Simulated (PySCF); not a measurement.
Molecule: SMILES B[PH2+][BH2-]C#C, C2H7B2P.

Structure with atom numbers: `[BH2:1][PH2+:2][BH2-:3][C:4]#[CH:5]` (H(Xn): hydrogen on atom n).

Geometry PBE0-D3(BJ)/def2-SVP throughout; GIAO in PySCF 2.14, gas phase, one conformer, non-relativistic; equivalent atoms averaged; basis pcSseg-2.

Q: How do the shifts δ (against BF3·OEt2, H3PO4, TMS at the same level) depend on the functional? (ppm; last column core-seconds on 1 thread of an Arm Neoverse V1, shared host; the GGAs took longer than the global hybrids here, which isn't the general rule, and the cause wasn't traced)

A: 
```csv
functional,kind,B1,B3,P2,C5,C4,H(B1),H(P2),H(C5),H(B3),core-s
HF,Hartree–Fock,91.3,-35.6,-95.0,97.8,96.4,8.34,4.25,2.26,1.83,18
LDA,LDA,113.7,-43.4,-117.2,102.5,108.4,9.71,5.19,2.01,2.86,39
PBE,GGA,103.1,-42.1,-111.6,95.9,101.6,9.23,4.96,2.06,2.75,45
BLYP,GGA,102.4,-40.4,-100.7,92.7,100.6,9.00,4.83,2.07,2.67,48
BP86,GGA,101.0,-41.4,-110.1,95.2,100.6,9.13,4.93,2.06,2.72,48
OPBE,GGA,94.0,-41.0,-116.7,93.2,97.3,9.01,4.92,2.04,2.72,50
KT2,GGA,96.3,-40.1,-114.5,89.6,93.3,8.97,4.90,2.37,2.79,49
KT3,GGA,91.6,-38.8,-107.5,86.6,91.2,8.64,4.75,2.27,2.67,50
B97-D,GGA,92.7,-39.0,-103.4,90.0,96.3,8.70,4.78,2.06,2.61,46
B3LYP,global hybrid,101.8,-40.5,-102.9,94.0,99.7,8.89,4.67,1.96,2.39,30
PBE0,global hybrid,101.4,-42.0,-114.0,96.7,100.2,9.06,4.74,1.95,2.39,30
mPW1PW91,global hybrid,100.3,-41.4,-112.4,96.4,99.8,8.97,4.71,1.94,2.37,30
WP04,global hybrid,93.9,-35.4,-84.6,89.1,92.9,7.81,4.28,1.79,2.04,31
B97-2,global hybrid,95.0,-40.4,-110.4,93.3,97.2,8.75,4.67,1.96,2.37,30
BHandHLYP,global hybrid,99.6,-39.0,-102.2,96.0,99.0,8.69,4.48,2.01,2.11,29
CAM-B3LYP,range-separated hybrid,106.2,-42.7,-109.3,96.4,101.3,9.03,4.59,1.92,2.17,41
wB97X-D,range-separated hybrid,95.9,-42.6,-117.8,96.6,99.8,8.76,4.57,1.93,2.19,42
LC-wPBE,range-separated hybrid,107.1,-46.5,-126.7,101.4,103.9,9.13,4.57,1.82,2.00,56
```

Q: Which nucleus moves most, in ppm?

A: P2 (phosphorus bonded to 2 B, 2 H): from -126.7 ppm with LC-wPBE to -84.6 ppm with WP04. The smallest spread is 0.58 ppm, at H(C5). Proton shifts span only some 12 ppm, so a few tenths of a ppm matter as much there as several ppm in carbon.
